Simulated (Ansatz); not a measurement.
A run of Ansatz (development build ahead of 0.2.0) on singlet B3N3H6 at this shape:

```yaml
atoms:
  - { symbol: B, position_ang: [1.4280, -0.0304, 0.0355] }
  - { symbol: N, position_ang: [0.6698, 1.2481, -0.0224] }
  - { symbol: B, position_ang: [-0.7329, 1.2092, 0.0238] }
  - { symbol: N, position_ang: [-1.4290, 0.0111, -0.0439] }
  - { symbol: B, position_ang: [-0.6942, -1.2508, -0.0409] }
  - { symbol: N, position_ang: [0.6956, -1.2010, -0.0459] }
  - { symbol: H, position_ang: [2.6644, 0.0147, -0.0470] }
  - { symbol: H, position_ang: [1.2501, 2.0933, -0.0292] }
  - { symbol: H, position_ang: [-1.3424, 2.2632, 0.0307] }
  - { symbol: H, position_ang: [-2.4393, -0.0144, 0.0434] }
  - { symbol: H, position_ang: [-1.3586, -2.3112, -0.0377] }
  - { symbol: H, position_ang: [1.1726, -2.1150, -0.0271] }
```

Its results:

```json
{"Converged": "yes", "Reference energy": "-241.05054 hartree", "Correlation energy": "-0.46706 hartree", "Total energy": "-241.51760 hartree", "Spin squared of the determinant": "0.000"}
```

Task: Which input gives this output? Name the method, the orbitals and the basis set, and write the input.

Result: RHF-MP2 in 6-31G. An unrestricted run that stays on the closed shell gives the same numbers.

```yaml
crystal:
  periodic: [false, false, false]
  atoms:
    - { symbol: B, position_ang: [1.42796, -0.03041, 0.03549] }
    - { symbol: "N", position_ang: [0.66977, 1.24805, -0.02239] }
    - { symbol: B, position_ang: [-0.73289, 1.20923, 0.0238] }
    - { symbol: "N", position_ang: [-1.42905, 0.01107, -0.04387] }
    - { symbol: B, position_ang: [-0.69418, -1.25075, -0.04093] }
    - { symbol: "N", position_ang: [0.69563, -1.20101, -0.04585] }
    - { symbol: H, position_ang: [2.66435, 0.01473, -0.04697] }
    - { symbol: H, position_ang: [1.25014, 2.09334, -0.02918] }
    - { symbol: H, position_ang: [-1.34241, 2.2632, 0.03075] }
    - { symbol: H, position_ang: [-2.43928, -0.01444, 0.04343] }
    - { symbol: H, position_ang: [-1.35858, -2.31116, -0.03774] }
    - { symbol: H, position_ang: [1.1726, -2.11498, -0.02712] }
basis:
  gaussian: { orbitals: "6-31G" }
hamiltonian:
  xc: hf
correlation:
  method: mp2
  frozen_orbitals: { B: 1, H: 0, "N": 1 }
```
